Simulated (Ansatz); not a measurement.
The same ligand exchange along the group B, Al, In.

Program: Ansatz. Geometries: PBE0-D4/def2-TZVP. ΔE: electronic, gas phase. CBS: MP2 limit from def2 TZ/QZ plus the TZ coupled-cluster correction, frozen cores. This one scheme is used for every species. Functionals use def2-TZVPP. Elements past krypton have def2 core potentials. For I, In outer-core shells are correlated without core-valence functions, which leaves a few kJ/mol of doubt a bond. Each species was taken in one conformer, which may not be the lowest.

```
                                      reaction  CCSD(T)/CBS(def2) (kcal/mol)
                    `FBCF` + HI → `FCBI` + H–F                             ?
`F[CH2][AlH][F]` + HI → `F[CH2][AlH][I]` + H–F                           5.8
`F[CH2][InH][F]` + HI → `F[CH2][InH][I]` + H–F                         -21.2
```

Question: Fill in the missing values. (An estimate is asked.)

Answer: Computed: `FBCF` + HI → `FCBI` + H–F: +14.4 kcal/mol.

Largest T1 diagnostic: 0.015, for `F[CH2][InH][F]`.
